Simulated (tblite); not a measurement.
Species: C₄H₁₂O₂Si₂.
Atom-mapped SMILES: `[CH2:1]=[C:2]([CH3:3])[CH2:4][O:5][SiH2:6][O:7][SiH3:8]` (hydrogens: H9, H10 on C1; H11, H12, H13 on C3; H14, H15 on C4; H16, H17 on Si6; H18, H19, H20 on Si8)

The geometry is computed with GFN2-xTB (gas phase).

(1) Give the optimised bond lengths and angles.

## Answers

(1) 
```
                     bond  length (Å)   order
                    C1=C2       1.323  double
                    C2–C3       1.496  single
                    C2–C4       1.508  single
                    C4–O5       1.406  single
                   O5–Si6       1.614  single
                   Si6–O7       1.622  single
                   O7–Si8       1.617  single
                    C1–H9       1.077  single
                   C1–H10       1.077  single
   C3–H11, C3–H12, C3–H13       1.088  single
           C4–H14, C4–H15       1.097  single
         Si6–H16, Si6–H17       1.455  single
Si8–H18, Si8–H19, Si8–H20       1.462  single
```

Bonds in one row agree within 0.01 Å and their mean is given. Orders are formal, as drawn. A selection of angles:
```
     angle  degrees
  C1–C2–C3    123.5
  C1–C2–C4    121.8
  C3–C2–C4    114.7
  C2–C4–O5    110.2
 C4–O5–Si6    129.9
 O5–Si6–O7    112.1
Si6–O7–Si8    153.9
```

Dihedral angles: C1–C2–C4–O5 127° (anticlinal); C2–C4–O5–Si6 -134° (anticlinal); C4–O5–Si6–O7 43° (synclinal); O5–Si6–O7–Si8 39° (synclinal). The mirror-image conformer, all signs reversed, is as good.

Si6 (oxygen-bound silicon) is distorted tetrahedral (angles from 100.7° to 117.8°). The 3 C–C bonds span 1.323 Å (C1=C2, drawn double) to 1.508 Å (C2–C4, drawn single), a spread of 0.185 Å. Si8 (oxygen-bound silicon) is distorted tetrahedral (angles from 103.7° to 113.0°). Of the pairs four or more bonds apart, O5···H12 is among the closest relative to their van der Waals radii: 2.50 Å, 92 % of the sum of Bondi's values.

Point group: C1 (no symmetry element, even within 0.4 Å). GFN2-xTB frequencies show an imaginary mode (39i cm⁻¹), so the point is no minimum at that level.
